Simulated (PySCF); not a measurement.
Spinor energies of Kr+ (krypton, charge +1)

Start: [Ar] 3d10 4s2 4p5; 4p1/2 filled at m_j = -1/2, +1/2; 4p3/2 filled at m_j = -1/2, +1/2, +3/2. Calculated with PySCF 2.14 in x2c-SVPall-2c (5s6p3d, 38 functions): generalised Hartree-Fock with the X2C-1e Hamiltonian and a Gaussian nucleus; one run each with spin-orbit coupling (SO) switched off, then screened by Boettger's factors.

```
spinor shell  electrons  ε, spin-free (eV)  ε, screened SO (eV)  weight of nominal j (screened SO)  rms radius, screened SO (bohr)
       1s1/2          2           -14411.9             -14411.6                              1.000                          0.0478
       2s1/2          2            -1971.8              -1971.7                              1.000                           0.199
       2p1/2          2            -1739.9              -1777.0                              1.000                           0.175
       3s1/2          2            -317.37              -317.29                              1.000                           0.565
       3p1/2          2            -240.96              -246.79                              1.000                           0.575
       3p3/2          4            -240.96              -238.06                              1.000                           0.585
       3d3/2          4            -114.16              -114.95                              0.995                           0.610
       3d5/2          6            -114.16              -113.53                              0.997                           0.614
       4s1/2          2            -42.833              -42.802                              1.000                            1.67
       4p1/2          2            -25.057              -25.709                              0.802                            1.97
       4p3/2          3            -25.057              -24.671                              0.868                            2.00
```

(1) Where does 2p3/2 lie, and what is the 2p spin-orbit splitting (screened SO)?

```json
{"quantity": "E (hartree)", "spin-free": "-2787.16120", "screened SO": "-2787.31328"}
{"quantity": "M_J", "spin-free": "3/2", "screened SO": "3/2"}
{"quantity": "⟨J²⟩", "spin-free": "3.756", "screened SO": "3.756"}
{"quantity": "⟨L²⟩", "spin-free": "2.004", "screened SO": "2.008"}
{"quantity": "⟨S²⟩", "spin-free": "0.752", "screened SO": "0.755"}
```

Each row is a mean over spinors that exchange with the open shell spreads, by up to 3.251 eV (4s1/2).

Rows whose weight is well below 1 are mixtures of j = l ± 1/2: exchange outweighs spin-orbit coupling there, and the label is only the starting occupation.

Without spin-orbit coupling the j labels of p, d and f shells carry no meaning; the spin-free column gives the mean over the occupied spinors of each nl shell.

## Answers

(1) At -1722.1 eV, 54.908 eV above 2p1/2.
